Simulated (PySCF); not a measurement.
Structure problem from calculated spectra and properties.

Formula: C3H6Ge.

| Quantity | Value |
| --- | --- |
| Couplings | largest of the computed one-bond spin–spin couplings (means over like bonds): 13C–13C +166.4, 13C–1H +138.1 (×3), 13C–13C +72.7 Hz [B3LYP/pcJ-1 (pcSseg-1 on Ge), spin–dipole term left out] |
| UV, first state | lowest singlet excitation: 6.08 eV (204 nm, f = 0.000) [TDDFT wB97X-D/def2-SVPD] |
| 13C NMR | chemical shifts (computed TMS as zero) by class: 112.0 (1 C), 77.3 (1 C), 6.2 (1 C) ppm [GIAO B97-2/pcSseg-2] |
| NMR, other nuclei | isotropic shieldings of nuclei other than C and H, by class: 1596 (1 Ge) ppm [GIAO B97-2/pcSseg-2] |
| 1H NMR | chemical shifts (computed TMS as zero) by class: 4.18 (3 H), 1.91 (3 H) ppm [GIAO B97-2/pcSseg-2] |
| Polarisability | 68.4 au [wB97X-D/def2-SVPD] |
| Dipole | 1.14 D [wB97X-D/def2-SVPD] |
| Rotational structure | rotational constants A, B, C: 52.896, 1.456, 1.456 GHz [PBE0-D3(BJ)/def2-SVP] |

The electronic properties come from PySCF, for the isolated species, density fitting. Levels stand in brackets. Isolated species at its PBE0-D3(BJ)/def2-SVP geometry, gas phase. Relativistic effects, spin–orbit coupling among them, are left out although an element past zinc is present. Each NMR value is the plain mean over a class of atoms that symmetry, rotation or inversion makes alike.

Q: Propose a structure and show how it fits.

A: Numbering: `[CH3:1][C:2]#[C:3][GeH3:4]`. 3 carbons fall into 3 classes; from least to most shielded: alkyne carbon [C2] (112.0 ppm), alkyne carbon [C3] (77.3 ppm), propargylic carbon [C1] (6.2 ppm). Hydrogen classes from least to most shielded: 3 H on a germanium bonded to C and 3 H, Ge4 (4.18 ppm), 3 H on a propargylic carbon, C1 (1.91 ppm). The other shieldings belong to: 1596 ppm, germanium bonded to C and 3 H [Ge4]. The couplings run between: +166.4 Hz, alkyne carbon [C2] and alkyne carbon [C3]; +138.1 Hz, propargylic carbon [C1] and its hydrogen (with 2 like pairs); +72.7 Hz, propargylic carbon [C1] and alkyne carbon [C2]. The optimised geometry has point group C3v and is a prolate symmetric top. Structure: `CC#[C][GeH3]`. Computed isomers that give other values at the same levels: `C#[C][GeH2][CH3]` (rotational constant A: 10.649 GHz; this holds for the one conformer computed). The assignments are read from this structure; whether some other isomer fits the data as well wasn't checked. NMR values of atoms bound to Ge lack the spin–orbit term that these neighbours bring.
